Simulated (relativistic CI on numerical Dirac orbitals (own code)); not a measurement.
## Spin-allowed bands of a d3 ion in an octahedral site, by hand

Problem. Take Δ = 9700 cm⁻¹ and B = 620 cm⁻¹ for a d3 ion in an octahedral site. Calculate the three spin-allowed bands.

Working.
1. The terms of highest spin are 4F (energy 0) and 4P (15B = 9300 cm⁻¹). Here the F term splits into A2 at −1.2Δ = -11640, T2 at −0.2Δ = -1940 and T1 at +0.6Δ = 5820 cm⁻¹.
2. The two T1 states mix through the element 0.4Δ: H = [[5820, 3880], [3880, 9300]], with roots ½(H₁₁ + H₂₂) ∓ ½√[(H₂₂ − H₁₁)² + 4H₁₂²] = ½(15120) ∓ ½(8505) = 3308 and 11812 cm⁻¹.
3. The ground term is 4A2 at -11640 cm⁻¹.
4. Bands: 4T2 9700 cm⁻¹ (1031 nm), 4T1(F) 14948 cm⁻¹ (669 nm), 4T1(P) 23452 cm⁻¹ (426 nm).

Check. Exact diagonalisation of the whole d3 shell with these parameters gives 4T2 9700, 4T1 14948, 4T1 23452 cm⁻¹. The match is exact, since without spin-orbit coupling no other term has this spin. The ratio of the second band to the first, 1.541, depends on Δ/B = 15.6 alone, which is how a Tanabe-Sugano diagram is read.
